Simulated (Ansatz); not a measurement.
`[SiH3][CH2][GeH2][PH2]` + H–F → `[F][GeH2][CH2][SiH3]` + PH₃  (cleavage of the Ge–P bond)

Isolated molecules relaxed with PBE0-D4/def2-TZVP in Ansatz; ΔE leaves out vibrations. CCSD(T)/CBS adds triple-zeta CCSD(T) − MP2 to the extrapolated MP2 energy (def2 sets, frozen cores). This one scheme is used for every species. Functionals use def2-TZVPP. B3LYP here is the variant with VWN-RPA as its local correlation; programs differ in this. For Ge outer-core shells are correlated without core-valence functions, which leaves a few kJ/mol of doubt a bond. Scalar relativity is left out up to krypton. One conformer a species, not always the lowest.

`[SiH3][CH2][GeH2][PH2]`:

Z-matrix (Å, degrees):
```
Si
C 1 1.870
H 1 1.488 2 110.1
H 1 1.489 2 111.4 3 120.3
H 1 1.488 2 110.1 3 -119.4
Ge 2 1.961 1 113.7 3 59.7
H 2 1.094 1 109.8 3 -179.2
H 2 1.094 1 109.8 3 -61.4
P 6 2.324 2 113.6 1 179.7
H 6 1.541 2 109.7 1 59.2
H 6 1.541 2 109.7 1 -59.9
H 9 1.421 6 93.5 2 46.9
H 9 1.421 6 93.5 2 -46.4
```

H–F:

Z-matrix (Å, degrees):
```
F
H 1 0.920
```

`[F][GeH2][CH2][SiH3]`:

Z-matrix (Å, degrees):
```
Ge
C 1 1.940
F 1 1.749 2 106.2
H 1 1.537 2 114.2 3 115.5
H 1 1.537 2 112.5 3 -115.1
Si 2 1.878 1 113.7 3 39.6
H 2 1.095 1 107.7 3 160.7
H 2 1.093 1 109.1 3 -83.1
H 6 1.487 2 109.9 1 49.8
H 6 1.483 2 110.7 1 -71.0
H 6 1.488 2 109.7 1 168.9
```

PH₃:

Z-matrix (Å, degrees):
```
P
H 1 1.420
H 1 1.420 2 93.1
H 1 1.420 2 93.1 3 93.3
```

Problem. Is it downhill or uphill in electronic energy at CCSD(T)/CBS, and by how much? (Best estimate.)

Solution. Ansatz gave: Downhill: ΔE = -7.6 kcal/mol.

Problem. What do these levels give: PBE-D4, PBE0-D4, B3LYP-D4, ωB97X-V, ωB97M-V, r2SCAN, B3LYP, CCSD/def2-TZVPP, CCSD(T)/def2-TZVPP, MP2/def2-QZVPP, SCS-MP2/def2-QZVPP, CCSD/CBS(def2)? (An estimate is asked.)

Solution. Computed: PBE-D4 -6.6, PBE0-D4 -6.6, B3LYP-D4 -9.9, ωB97X-V -11.2, ωB97M-V -10.3, r2SCAN -10.0, B3LYP -12.1, CCSD/def2-TZVPP -9.6, CCSD(T)/def2-TZVPP -8.6, MP2/def2-QZVPP -7.0, SCS-MP2/def2-QZVPP -9.9, CCSD/CBS(def2) -8.5 kcal/mol.

Largest T1 diagnostic among the species: 0.013.

The D4 term adds +2.2 kcal/mol with B3LYP and +1.3 kcal/mol with PBE0; it sums over pairs of atoms, weighted by their polarisabilities, and B3LYP, whose exchange is more repulsive, gets the larger term. In def2-TZVPP, CCSD(T) changes the Hartree–Fock value by +7.4 kcal/mol (the triples alone add +1.0 kcal/mol) and MP2 by +8.6 kcal/mol.
